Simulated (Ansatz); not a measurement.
System: propane-2,2-diselenol, C$_{3}$H$_{8}$Se$_{2}$, net charge 0, singlet state. SMILES: CC(C)([SeH])[SeH]
Structure (B3LYP-D3(BJ)/def2-TZVP (Ansatz, an electronic-structure program) minimum search):
```
C
C 1 1.5232
H 2 1.0894 1 111.77
H 2 1.0907 3 108.20 1 120.99
H 2 1.0938 3 108.45 4 117.35
C 1 1.5232 2 111.62 3 178.54
H 6 1.0894 1 111.77 2 178.54
H 6 1.0907 7 108.20 1 120.99
H 6 1.0938 7 108.45 8 117.35
Se 1 1.9958 2 110.81 3 60.60
H 10 1.4704 1 95.07 2 -63.85
Se 1 1.9958 2 106.05 3 -60.69
H 12 1.4704 1 95.07 2 174.86
```

Computed values are from Ansatz. Correlated levels leave the core frozen unless marked. UHF or UKS for open shells. Spin-orbit coupling is left out. The frozen core is the preceding noble-gas configuration, with the filled d and f shells of earlier blocks. No relativistic terms. Basis-set limits of correlation are two-point, X^-3; Hartree-Fock from the larger set.

```
Item                                                           Value
---------------------  ---------------------------------------------
atomisation energy De  4538.5 kJ/mol at CCSD(T)/CBS(cc-pVTZ,cc-pVQZ)
total energy           -4919.1248 Eh at CCSD(T)/CBS(cc-pVTZ,cc-pVQZ)
dipole moment                          1.01 D at CCSD(T)/aug-cc-pVDZ
T1 diagnostic                                  0.011 at CCSD/cc-pVQZ
```
